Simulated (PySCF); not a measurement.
# Correlation energy of Zn (zinc, neutral)

[Ar] 3d10 4s1 5s1, high-spin 3S determinant (an excited configuration). Computed with PySCF 2.14 in aug-cc-pVDZ-DK (7s6p4d2f, 59 functions), with the spin-free X2C one-electron Hamiltonian (Gaussian nucleus). Frozen: [Ar]; 12 electrons correlated.

| level | correlation energy (mhartree) |
| --- | --- |
| CCSD | -382.52 |
| (T) | -8.75 |
| CCSD(T) | -391.27 |

Diagnostics: T1 = 0.015, D1 = 0.0524, largest double amplitude 0.040.

Problem. Is a single reference adequate?

Solution. Yes: T1 lies below 0.03 and no double amplitude reaches 0.07.
